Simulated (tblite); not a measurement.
C7H9Si (doublet state).
Numbering: `[CH3:1][c:2]1[cH:3][cH:4][cH:5][cH:6][c:7]1[SiH2:8]` (hydrogens: H9, H10, H11 on C1; H12 on C3; H13 on C4; H14 on C5; H15 on C6; H16, H17 on Si8)

Structure used (GFN2-xTB), in Å, numbered top down from 1:
```xyz
17
C7H9Si angstrom
C     -1.231   -1.715   -0.124
C     -0.121   -0.709   -0.084
C      1.185   -1.106   -0.305
C      2.233   -0.198   -0.274
C      1.968    1.138   -0.014
C      0.673    1.551    0.209
C     -0.403    0.649    0.172
Si    -2.098    1.276    0.520
H     -0.837   -2.722   -0.243
H     -1.815   -1.677    0.797
H     -1.905   -1.509   -0.956
H      1.392   -2.150   -0.504
H      3.245   -0.530   -0.451
H      2.776    1.856    0.014
H      0.475    2.595    0.410
H     -3.293    0.554    0.129
H     -2.253    2.709    0.695
```

Method: GFN2-xTB as coded in tblite; computed harmonic values from a numerical Hessian at the method's own geometry, unscaled. Against measured fundamentals such values can be off by several per cent, at times by over 20. Modes of hydrogen on silicon can be 10 to 20 % off. One conformer, not necessarily the lowest. Open shells enter through the occupations alone, without spin polarisation, and single modes of such species can be off by tens of per cent.

Harmonic wavenumbers (cm⁻¹): 118.3, 136.0, 186.3, 217.2, 223.4, 241.8, 340.9, 394.0, 417.8, 461.4, 509.5, 541.6, 646.7, 688.6, 753.4, 777.7, 810.1, 866.9, 902.9, 917.2, 1002.3, 1028.5, 1084.6, 1100.8, 1170.0, 1184.1, 1222.5, 1268.3, 1325.5, 1405.4, 1417.5, 1451.0, 1483.0, 1488.9, 1536.9, 1577.8, 2359.8, 2375.7, 2984.3, 2997.0, 3035.2, 3052.9, 3056.9, 3070.1, 3086.6.

A = 2826, B = 1528, C = 998.5 MHz; mass 121.047 u (most abundant isotopes); point group C1, symmetry number 1; spin multiplicity 2.

Task: Zero-point energy?

Result: ½Σν̃ = 28459 cm⁻¹ = 340.44 kJ/mol.

Task: What is S at 298.15 K and 1 bar for an ideal gas of classical rigid rotors and harmonic oscillators?

Result: Translation 168.67, rotation 120.09, vibration 89.48, spin (R ln 2) 5.76: S = 384.0 J/(mol K).

Task: And Cp and H(298.15 K) − H(0)?

Result: Cp = 148.33 J/(mol K), of which vibrations give 115.07 (their classical limit is 45 R = 374.2); H(298.15 K) − H(0) = 25.83 kJ/mol without the zero-point energy, 15.91 from vibrations.

Task: Blend soft modes into free rotors: weight 1/[1 + (100 cm⁻¹/ν̃)⁴] for the oscillator and the rest for a rotor with moment μB/(μ + B), μ = h/(8π²ν), B = 10⁻⁴⁴ kg m². What vibrational entropy results?

Result: 88.66 J/(mol K) in place of 89.48, which changes −T·S at 298.15 K by +0.24 kJ/mol.

Task: What must be added to the electronic energy to get the Gibbs energy at 298.15 K and 1 bar?

Result: ZPE + [H(298.15 K) − H(0)] − T·S = 340.44 + 25.83 − 114.49 = 251.78 kJ/mol.

Hindered rotation and anharmonicity are outside this model. Other conformers, if any are populated, would add a mixing term that is left out. The structure is chiral; the term R ln 2 for an equal mix with its mirror image is left out.

Hardware: an Intel Xeon Platinum 8259CL at 2.50 GHz with one thread, shared host with 96 logical CPUs at a one-minute load of 101. Cost: 1.1 s wall. The figure is for the frequency step alone.
